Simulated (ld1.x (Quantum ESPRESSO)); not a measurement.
# iron: PAW pseudisation with revPBE, scalar-relativistic reference atom.

ld1.x (Quantum ESPRESSO) 7.5 was run on this input:

```
&input
   title='Fe', zed=26., rel=1, dft='REVPBE', iswitch=3,
   config='[Ar] 3d6 4s2 4p0',
   nld=3, rlderiv=2.85, eminld=-6.0, emaxld=5.0, deld=0.02
 /
 &inputp
   pseudotype=3, lpaw=.true., tm=.true., lloc=-2, rcloc=1.15,
   nlcc=.true., new_core_ps=.true., rcore=1.05,
   which_augfun='PSQ', rmatch_augfun_nc=.true.,
   file_pseudopw='Fe.UPF', file_wfcaegen='ae.wfc', file_wfcncgen='nc.wfc', file_beta='beta', file_chi='chi', file_wfcusgen='us.wfc'
 /
6
4S  1  0   2.00   0.00  2.10  2.60  0.0
4S  1  0   0.00   1.45  2.10  2.60  0.0
3P  2  1   6.00   0.00  1.20  1.20  0.0
4P  3  1   0.00   0.00  1.20  1.20  0.0
3D  3  2   6.00   0.00  1.70  1.95  0.0
3D  3  2   0.00   1.00  1.70  1.95  0.0
 &test
   configts(1)='3p6 3d6 4s2 4p0'
 /
```

Command:

```bash
ld1.x < Fe.in > Fe.out
```

The program printed (shortened: banner, matrices, multipoles, cross overlaps and the repeated all-electron block are left out):

```
[... start of the log left out ...]

     s(1S/1S) =  1.000000  <r> =   0.0584  <r2> =    0.0046  r(max) =   0.0385
     s(2S/2S) =  1.000000  <r> =   0.2668  <r2> =    0.0841  r(max) =   0.2213
     s(2P/2P) =  1.000000  <r> =   0.2355  <r2> =    0.0682  r(max) =   0.1790
     s(3S/3S) =  1.000000  <r> =   0.8104  <r2> =    0.7583  r(max) =   0.6990
     s(3P/3P) =  1.000000  <r> =   0.8575  <r2> =    0.8679  r(max) =   0.7167
     s(3D/3D) =  1.000000  <r> =   1.1404  <r2> =    1.7634  r(max) =   0.7167
     s(4S/4S) =  1.000000  <r> =   2.9960  <r2> =   10.4777  r(max) =   2.4095
     s(4P/4P) =  1.000000  <r> =   4.5720  <r2> =   25.3894  r(max) =   3.3348

     ------------------------ End of All-electron run ------------------------

     --------------------- Generating PAW atomic setup --------------------

      Generating local potential from pseudized AE potential:
      Matching radius rcloc =   1.1500
      Enforcing V''(0)=0 (lloc=-2)

      Local pseudo, rcloc= 1.152 Estimated cut-off energy=    23.76 Ry

      Computing core charge for nlcc:

       r > 1.06 : true rho core
      Core charge pseudized with two Bessel functions
      Integrated core pseudo-charge :   2.77
      Wfc-us  4S rcutus= 2.630  Estimated cut-off energy=     6.58 Ry
      Wfc-us  4S rcutus= 2.630  Estimated cut-off energy=    11.60 Ry
      Wfc-us  3D rcutus= 1.948  Estimated cut-off energy=    30.95 Ry
      Wfc-us  3D rcutus= 1.948  Estimated cut-off energy=    56.69 Ry

 %%%%%%%%%%%%%%%%%%%%%%%%%%%%%%%%%%%%%%%%%%%%%%%%%%%%%%%%%%%%%%%%%%%%%%%%%%%%%%
     Error in routine invmat (3):
     error in DGETRF
 %%%%%%%%%%%%%%%%%%%%%%%%%%%%%%%%%%%%%%%%%%%%%%%%%%%%%%%%%%%%%%%%%%%%%%%%%%%%%%

     stopping ...
```

The run stopped because a PAW channel has rcut = rcutus, so it is not pseudised and its block of the matrix B = ⟨φ|χ⟩ is zero.

The run took about 0.08 s on one core of a shared server CPU.
